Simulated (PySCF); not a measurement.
PBE0 on Cu⁻ (copper, charge -1), [Ar] 3d10 4s2, closed-shell 1S. Computed with PySCF 2.14 in aug-cc-pwCVDZ-PP with ECP10MDF, with scalar relativity through the core potential.

```
cycle= 1 E= -197.252336726532  delta_E= -0.0111  |g|= 0.29  |ddm|= 0.457
cycle= 2 E= -197.171075538086  delta_E= 0.0813  |g|= 0.795  |ddm|= 0.741
cycle= 3 E= -197.265948115308  delta_E= -0.0949  |g|= 0.0299  |ddm|= 0.51
cycle= 4 E= -197.266133092805  delta_E= -0.000185  |g|= 0.0108  |ddm|= 0.0285
cycle= 5 E= -197.266157795815  delta_E= -2.47e-05  |g|= 0.000501  |ddm|= 0.0083
cycle= 6 E= -197.266157828159  delta_E= -3.23e-08  |g|= 1.26e-05  |ddm|= 0.000625
cycle= 7 E= -197.266157828192  delta_E= -3.24e-11  |g|= 8.99e-07  |ddm|= 2.09e-05
converged SCF energy = -197.266157828192  <S^2> = -1.4210855e-14  2S+1 = 1
```

Highest occupied orbital energy: 0.504 eV; ⟨L²⟩ = 0.00; populations by l: s 4.00, p 6.00, d 10.00, f 0.00.

Task: Can this result be used?

Result: With care. The calculation finished and met its thresholds. Energies and moments cover only the electrons outside the core potential. At PBE0 the highest occupied level has a positive energy, so only the finite basis holds that electron; in a semilocal or global hybrid functional this comes from self-interaction and does not mean that the real anion is unbound.
